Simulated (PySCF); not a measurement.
Peak assignment

Mapped SMILES: `[OH:1][Si@H:2]1[O:3][CH2:4][C@H:5]([Cl:6])[CH2:7][O:8]1`; H(Xn) means a hydrogen on atom n. Ha(C4), Ha(C7) are cis to O1 on the ring; Hb(C4), Hb(C7) are trans to O1 on the ring.

Theoretical values (PySCF 2.14.0 with density-fitted response routines): GFN2-xTB structure, NMR shieldings at PBE0/pcSseg-1/GIAO. Equivalent nuclei averaged, non-relativistic, single conformer, isolated molecule.

δ = σ(ref) − σ, references computed at the same level: $^{13}$C and $^{1}$H against TMS.

Q: Assign these signals to the numbered atoms. $^{13}$C{$^{1}$H} NMR (computed): δ 72.0 (CH2), 57.4 (CH).

A: 
72.0 → C4/C7, sp3 CH2 bonded to O: deshielded by the electronegative neighbour
57.4 → C5, sp3 CH bonded to Cl: deshielded by the electronegative neighbour

Q: Assign these signals to the numbered atoms. $^{1}$H NMR (500 MHz, computed): δ 4.38 (m, 2H), 4.19 (s, 1H), 4.03 (m, 2H), 3.83 (m, 1H), 2.28 (br s, 1H).

A: 
| δ (ppm) | atoms | environment | reason |
| --- | --- | --- | --- |
| 4.38 | Ha(C4)/Ha(C7) | hydrogen on an sp3 CH2 bonded to O | its carbon carries O, an electronegative neighbour |
| 4.19 | H(Si2) | hydrogen on a silicon bonded to 3 O, in a 6-membered ring | – |
| 4.03 | Hb(C4)/Hb(C7) | hydrogen on an sp3 CH2 bonded to O | its carbon carries O, an electronegative neighbour |
| 3.83 | H(C5) | hydrogen on an sp3 CH bonded to Cl | its carbon carries Cl, hence the downfield position |
| 2.28 | H(O1) | hydrogen on an oxygen bonded to Si | exchangeable; this is the value without hydrogen bonding to other molecules |

OH/NH shifts are gas-phase values; hydrogen bonding in solution moves them, usually downfield. Carbons that carry Cl, above all several Cl atoms, come out too deshielded, partly because spin–orbit coupling is missing. Shifts are as computed. Against solution values, carbons near 30 ppm lie about +3 ppm off and those near 130 ppm about +5 ppm; carbons on Cl a further +6 ppm. Of 1309 compounds with measured shifts, 239 miss one by over three times the rms of a fit or turn the order of signals round; such compounds aren't used in these exercises. No couplings were computed; multiplicities are counted from neighbouring protons, with m where these are inequivalent, close in shift, in a saturated or five-membered ring or joined by F or P, and br s for small geminal =CH2 splittings.
